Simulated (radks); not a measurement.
Polarisability of the tellurium ion Te6+, [Kr] 4d10, at imaginary frequency. Method: scalar-relativistic Kohn-Sham, exchange-only LDA, spin-polarised, spherical densities, finite nucleus; Fermi nuclear charge, rms radius 4.7423 fm; computed with a radial shooting solver on a logarithmic mesh with Libxc functionals. Response by self-consistent Sternheimer equations with the Hartree and adiabatic exchange-only LDA kernel, the relativistic mass of each level held fixed and spin-orbit coupling left out.

w (hartree),alpha1(iw) (bohr^3),alpha2(iw) (bohr^5)
0.00266,1.365,1.973
0.0143,1.365,1.973
0.0360,1.365,1.973
0.0697,1.364,1.971
0.118,1.362,1.967
0.186,1.359,1.957
0.280,1.350,1.937
0.413,1.334,1.898
0.605,1.301,1.825
0.892,1.236,1.696
1.35,1.110,1.492
2.12,0.8886,1.203
3.59,0.5679,0.8303
6.94,0.2455,0.4069
17.5,0.06016,0.09529

Static values: alpha1 = 1.365 bohr^3 (0.2023 angstrom^3; uncoupled 2.020), alpha2 = 1.973 bohr^5, alpha3 = 4.366 bohr^7. C6 = 4.224, C8 = 29.93, triple-dipole C9 = 4.174 atomic units. One-pole (London) frequency 4 C6 / (3 alpha1^2) = 3.023 hartree, against 4.114 for minus the highest occupied eigenvalue.
